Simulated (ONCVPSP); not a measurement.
Sc, ONCV: configuration errors across variants

```
Element                 : scandium (Sc)
Generator               : ONCVPSP 4.0.1
Type                    : optimised norm-conserving Vanderbilt (ONCV)
Functional              : LDA (Perdew-Wang 92)
Relativity              : scalar-relativistic
Frozen core             : [Ne]
Valence charge          : 11
Reference configuration : 3s2 3p6 3d1 4s1 (charge +1)
Partial waves           : 3s+4s: rc 2.05 bohr, ncon 4, nbas 8, qcut 7 1/bohr, 2 projectors; 3p: rc 1.20 bohr, ncon 4, nbas 9, qcut 5.8 1/bohr, 3 projectors, debl 2.2 Ha; 3d: rc 1.60 bohr, ncon 4, nbas 9, qcut 10.9 1/bohr, 2 projectors, debl 2.2 Ha
Local potential         : polynomial inside 1.15 bohr (lpopt 3, dvloc0 0 Ha)
Core correction         : Teter function, fcfact 2.5, rcfact 1.45
```

All-electron excitation energies from the reference (eV): (1) 3s2 3p6 3d1 4s2 -7.061; (2) 3s2 3p6 3d1 4s0 12.955; (3) 3s2 3p6 3d0 4s0 38.049; (4) 3s2 3p6 3d1.5 4s1.5 -6.415.

3 further variants failed, have other tests or another functional or relativity, and are left out.

Errors AE − PS in meV (a dash: test not solved or not reliable):

| change | (1) | (2) | (3) | (4) | bound ghosts | GHOST(+) flags above zero |
| --- | --- | --- | --- | --- | --- | --- |
| base | +0.3 | -1.4 | +29 | +0.8 | none | none |
| s: qcut 7.5 | +0.3 | -1.3 | +29 | +0.8 | none | none |
| s: ncon 3, nbas 7 | +0.3 | -1.4 | +29 | +0.8 | none | none |
| local potential polynomial inside 1.15 bohr (lpopt 3, dvloc0 6 Ha) | +0.3 | -1.4 | +30 | +0.9 | none | none |
| core correction Teter function, fcfact 1.6, rcfact 1.45 | +0.3 | -1.3 | +30 | +0.8 | none | none |
| s: qcut 6.2; p: qcut 5.1; d: qcut 9.6 | +0.2 | -1.6 | +37 | +1.1 | none | none |
| p: rc 1.68 | +0.3 | -1.4 | +26 | +0.7 | none | none |

(1) Give the same row for: core correction Teter function, fcfact 5.75, rcfact 1.4.

Answers

(1) +0.2, -1.5, +29, +0.8; bound ghosts: none; GHOST(+) flags above zero: none.
